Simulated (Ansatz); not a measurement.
`[CH3][InH][CH2]Cl` + `C=CF` → `C=[C](F)[InH][CH3]` + `CCl`  (formal exchange of groups at the In–C bond)

Gas-phase electronic energies from Ansatz, PBE0-D4/def2-TZVP geometries. CCSD(T)/CBS adds triple-zeta CCSD(T) − MP2 to the extrapolated MP2 energy (def2 sets, frozen cores). This one scheme is used for every species. Elements past krypton have def2 core potentials. For In outer-core shells are correlated without core-valence functions, which leaves a few kJ/mol of doubt a bond. Each species was taken in one conformer, which may not be the lowest.

`[CH3][InH][CH2]Cl`:

```xyz
10

C    -0.283    0.677    1.722
In   -0.865   -0.126   -0.182
C     0.755   -0.857   -1.442
Cl    1.193    0.733   -2.195
H     0.593    1.314    1.590
H    -0.008   -0.138    2.397
H    -1.083    1.257    2.181
H    -2.441   -0.115   -0.877
H     0.490   -1.526   -2.257
H     1.648   -1.219   -0.937
```

`C=CF`:

```xyz
6

C     0.358    0.584    0.149
C    -0.334   -0.482   -0.192
F    -0.417   -1.562    0.591
H     0.895    0.635    1.088
H     0.391    1.430   -0.523
H    -0.894   -0.605   -1.112
```

`C=[C](F)[InH][CH3]`:

```xyz
11

C     0.953   -2.008   -1.282
C     0.593   -0.760   -1.009
F     0.816    0.183   -1.963
In   -0.321   -0.081    0.828
C    -0.839    1.990    1.023
H     0.789   -2.783   -0.544
H     1.409   -2.284   -2.229
H    -0.573   -1.311    2.012
H    -0.284    2.591    0.303
H    -1.907    2.115    0.828
H    -0.637    2.350    2.033
```

`CCl`:

Cartesian coordinates in Å:
```
C -0.009 -0.143 0.030
Cl 0.105 1.590 -0.330
H 0.923 -0.465 0.487
H -0.179 -0.681 -0.900
H -0.840 -0.301 0.714
```

| species | CCSD(T)/CBS(def2) energy (Eh) |
| --- | --- |
| `[CH3][InH][CH2]Cl` | -729.28353 |
| `C=CF` | -177.66469 |
| `C=[C](F)[InH][CH3]` | -407.31865 |
| `CCl` | -499.63220 |

Q: Work out ΔE.

A: ΔE = (-407.31865) + (-499.63220) − (-729.28353) − (-177.66469) = -0.00263 Eh = -1.7 kcal/mol.

Largest T1 diagnostic among the species: 0.013.

In def2-TZVPP, CCSD(T) changes the Hartree–Fock value by +0.9 kcal/mol (the triples alone add +0.0 kcal/mol) and MP2 by +1.2 kcal/mol.
